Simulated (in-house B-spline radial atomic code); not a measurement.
Configurations of K II (K+), with energies counted from [Ne] 3s2 3p6. All numbers are computed (non-relativistic B3LYP, spin-polarised, spherical fractional occupations; point nucleus) with an all-electron radial atomic-structure program (B-spline basis), not measured. Caution: exact exchange at fractional occupations of open shells leaves self-interaction of up to several eV. Shells without spins written out take the highest spin.

Occupations are held fixed; configurations that lie above the ionisation limit could autoionise.

```csv
configuration,E - E(ref) (eV),highest orbital,its <r> (bohr)
[Ne] 3s2 3p5 4p1,24.382,4p up,4.527
[Ne] 3s2 3p5 4d1,27.878,4d up,6.874
[Ne] 3s2 3p5 4f1,29.457,4f up,8.984
[Ne] 3s1 3p6 4s1,37.616,4s up,3.699
"[He] 2s2 2p(2 up, 3 down) 3s2 3p6 3d(0 up, 1 down)",302.01,3d down,2.265
"[He] 2s2 2p(3 up, 2 down) 3s2 3p6 4f(0 up, 1 down)",309.36,4f down,8.999
```

**Question.** Order these further configurations by energy, lowest first.
A. [He] 2s2 2p(2 up, 3 down) 3s2 3p6 4d(1 up, 0 down)
B. [Ne] 3s1 3p6 4f1
C. [He] 2s2 2p5 3s2 3p6 4d1
D. [He] 2s2 2p5 3s2 3p6 4s1
E. [Ne] 3s2 3p5 3d1

**Answer.** E (22.814 eV), B (45.985 eV), D (300.79 eV), C (307.64 eV), A (307.66 eV).

**Question.** How far above the reference does [He] 2s2 2p5 3s2 3p6 4f1 lie?

**Answer.** 309.36 eV; its least bound orbital is 4f up with <r> = 8.998 bohr.

**Question.** How far above the reference does [Ne] 3s(0 up, 1 down) 3p6 4p(0 up, 1 down) lie?

**Answer.** 40.864 eV; its least bound orbital is 4p down with <r> = 4.504 bohr.
